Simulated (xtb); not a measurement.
CH₂O₂, charge +1, doublet, from a rough starting geometry (a state made from the parent by changing its charge; the spin is typed, not shown lowest); GFN2-xTB (xtb).

xtb was given this input:
```
$ xtb mol.xyz --gfn 2 --chrg 1 --uhf 1 --opt vtight --json

# file mol.xyz
5

O      0.77281401    -0.59686998    -0.04841995
C     -0.41862948     0.08240105     0.02099449
O     -0.59609497     1.22213960     0.06941185
H      1.42978465     0.15288918    -0.03959252
H     -1.17010509    -0.77862061    -0.00384844
```

Output, abridged:

```
   ID    Z sym.   atoms
    1    8 O      1, 3
    2    6 C      2
    3    1 H      4, 5

           -------------------------------------------------
          |                Calculation Setup                |
           -------------------------------------------------

           -------------------------------------------------
          |                 G F N 2 - x T B                 |
           -------------------------------------------------

          ...................................................
          :                      SETUP                      :
          :.................................................:
          :  # basis functions                  14          :
          :  # atomic orbitals                  14          :
          :  # shells                            8          :
          :  # electrons                        17          :
          :  max. iterations                   250          :
          :  Hamiltonian                  GFN2-xTB          :
          :  restarted?                      false          :
          :  GBSA solvation                  false          :
          :  PC potential                    false          :
          :  electronic temp.          300.0000000     K    :
          :  accuracy                    1.0000000          :
          :  -> integral cutoff          0.2500000E+02      :
          :  -> integral neglect         0.1000000E-07      :
          :  -> SCF convergence          0.1000000E-05 Eh   :
          :  -> wf. convergence          0.1000000E-03 e    :
          :  Broyden damping             0.4000000          :
          :  net charge                          1          :
          :  unpaired electrons                  1          :
          ...................................................

 iter      E             dE          RMSdq      gap      omega  full diag
   1    -10.7494098 -0.107494E+02  0.551E+00    5.24       0.0  T
   2    -10.7570827 -0.767291E-02  0.302E+00    5.26       1.0  T
   3    -10.7568626  0.220182E-03  0.939E-01    5.22       1.0  T
   4    -10.7576118 -0.749233E-03  0.235E-01    5.27       1.0  T
   5    -10.7577257 -0.113926E-03  0.804E-02    5.22       1.0  T
   6    -10.7577309 -0.520314E-05  0.341E-02    5.22       1.3  T
   7    -10.7577311 -0.141003E-06  0.123E-02    5.22       3.6  T
   8    -10.7577316 -0.566892E-06  0.394E-03    5.22      11.4  T
   9    -10.7577317 -0.532145E-07  0.395E-04    5.22     113.1  T
[...]
 * total energy  :   -10.6787441 Eh     change       -0.9849264E-02 Eh
 * total energy  :   -10.6831828 Eh     change       -0.4438763E-02 Eh
 * total energy  :   -10.6878780 Eh     change       -0.4695168E-02 Eh
 * total energy  :   -10.6880581 Eh     change       -0.1800545E-03 Eh
 * total energy  :   -10.6899084 Eh     change       -0.1850333E-02 Eh
 * total energy  :   -10.6902521 Eh     change       -0.3436682E-03 Eh
 * total energy  :   -10.6903727 Eh     change       -0.1206711E-03 Eh
 * total energy  :   -10.6904023 Eh     change       -0.2954635E-04 Eh
 * total energy  :   -10.6904122 Eh     change       -0.9976346E-05 Eh
 * total energy  :   -10.6904142 Eh     change       -0.1910374E-05 Eh
 * total energy  :   -10.6904144 Eh     change       -0.2927556E-06 Eh
 * total energy  :   -10.6904145 Eh     change       -0.7418243E-07 Eh
   *** GEOMETRY OPTIMIZATION CONVERGED AFTER 13 ITERATIONS ***
         :: total energy             -10.690414522803 Eh    ::
[...]
        14                          0.5396876              14.6856
      -------------------------------------------------------------
                  HL-Gap            0.1890915 Eh            5.1454 eV
             Fermi-level           -0.6983905 Eh          -19.0042 eV

     #   Z          covCN         q      C6AA      α(0)
     1   8 O        1.657    -0.157    16.686     5.514
     2   6 C        2.599     0.380    20.590     7.420
     3   8 O        0.856    -0.020    15.382     5.258
     4   1 H        0.801     0.445     0.410     1.007
     5   1 H        0.888     0.352     0.574     1.186

 Mol. C6AA /au·bohr⁶  :        192.911276
 Mol. C8AA /au·bohr⁸  :       4223.034963
 Mol. α(0) /au        :         20.385665

Wiberg/Mayer (AO) data.
largest (>0.10) Wiberg bond orders for each atom

 ---------------------------------------------------------------------------
     #   Z sym  total        # sym  WBO       # sym  WBO       # sym  WBO
 ---------------------------------------------------------------------------
     1   8 O    2.463 --     2 C    1.428     4 H    0.751     3 O    0.266
     2   6 C    3.928 --     3 O    1.913     1 O    1.428     5 H    0.583
     3   8 O    2.362 --     2 C    1.913     1 O    0.266     5 H    0.158
     4   1 H    0.801 --     1 O    0.751
     5   1 H    0.778 --     2 C    0.583     3 O    0.158
 ---------------------------------------------------------------------------

Topologies differ in total number of bonds
Writing topology from bond orders to xtbtopo.mol

molecular dipole:
                 x           y           z       tot (Debye)
 q only:        0.128      -0.303      -0.019
   full:        0.231      -0.293      -0.022       0.950
molecular quadrupole (traceless):
                xx          xy          yy          xz          yz          zz
 q only:        5.482       1.946      -2.412      -0.169      -0.028      -3.070
  q+dip:        6.071       3.743      -3.097      -0.104      -0.116      -2.974
   full:        5.879       3.954      -3.588      -0.069      -0.175      -2.291

optimized geometry written to: xtbopt.xyz

           -------------------------------------------------
          | TOTAL ENERGY              -10.690414522803 Eh   |
          | GRADIENT NORM               0.000185392182 Eh/α |
          | HOMO-LUMO GAP               5.145441489064 eV   |
           -------------------------------------------------

normal termination of xtb
```
